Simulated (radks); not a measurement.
Question: The mean radii <r> (bohr) of the occupied orbitals of an atom or ion are listed with their occupations. Calculated with a radial shooting solver on a logarithmic mesh with Libxc functionals: Dirac Kohn-Sham, PBE, spin-unpolarised, spherical densities, finite nucleus; Fermi nuclear charge, rms radius of each element as measured or else 0.836 A^(1/3) + 0.57 fm.

| orbital | occ. | <r> |
|---|---|---|
| 1s1/2 | 2 | 0.03185 |
| 2s1/2 | 2 | 0.1380 |
| 2p1/2 | 2 | 0.1171 |
| 2p3/2 | 4 | 0.1221 |
| 3s1/2 | 2 | 0.3790 |
| 3p1/2 | 2 | 0.3711 |
| 3p3/2 | 4 | 0.3819 |
| 3d3/2 | 4 | 0.3554 |
| 3d5/2 | 6 | 0.3589 |
| 4s1/2 | 2 | 0.9325 |
| 4p1/2 | 2 | 0.9944 |
| 4p3/2 | 4 | 1.022 |
| 4d3/2 | 4 | 1.245 |
| 4d5/2 | 2 | 1.256 |

Name the element and its charge. Open shells, if any, fill j = l - 1/2 first.

Answer: Z = 46, palladium, charge +4: Pd4+ in [Kr] 4d6. The 1s radius gives Z: for a bare nucleus <r> = (2 gamma + 1)/(2Z) with gamma = sqrt(1 - (Z/c)^2), 0.03135 bohr for Z = 46, and screening makes it slightly larger (0.03185 here). The occupations add up to 42, and the charge is Z minus that.
